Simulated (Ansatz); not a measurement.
`C=C(F)[SiH2]Cl`, relaxed with RKS PBE-D4/def2-SVP in Ansatz 0.2.0 from a rough embedded geometry. The force threshold is 0.03 eV/Å; the program also tests the step.

The species carries charge 0 and has multiplicity 1.

Start:

```xyz
9

C    -1.202    0.364   -0.926
C    -0.455   -0.465   -0.199
F    -0.938   -1.706   -0.077
Si    1.085   -0.153    0.587
Cl    0.690    1.226    2.096
H    -0.873    1.470   -1.044
H    -2.137    0.113   -1.372
H     1.675   -1.341    1.268
H     2.155    0.492   -0.332
```

Task: How much energy does the relaxation release, and in how many steps? (Estimate.)

Result: Computed: 45.35 kJ/mol, in 12 steps.

Task: Which bonds change most? (Estimate.)

Result: Computed: C2–Si4 from 1.757 to 1.888 Å; C1–H6 from 1.159 to 1.099 Å; Si4–H9 from 1.551 to 1.499 Å; C1–H7 from 1.066 to 1.102 Å.

Task: Give the relaxed structure. (Best estimate.)

Result: Computed: 
```xyz
9

C    -1.114    0.278   -1.143
C    -0.600   -0.364   -0.078
F    -1.306   -1.346    0.535
Si    1.100   -0.035    0.675
Cl    0.897    0.683    2.618
H    -0.541    1.079   -1.630
H    -2.108    0.020   -1.543
H     1.885   -1.310    0.739
H     1.786    0.995   -0.171
```
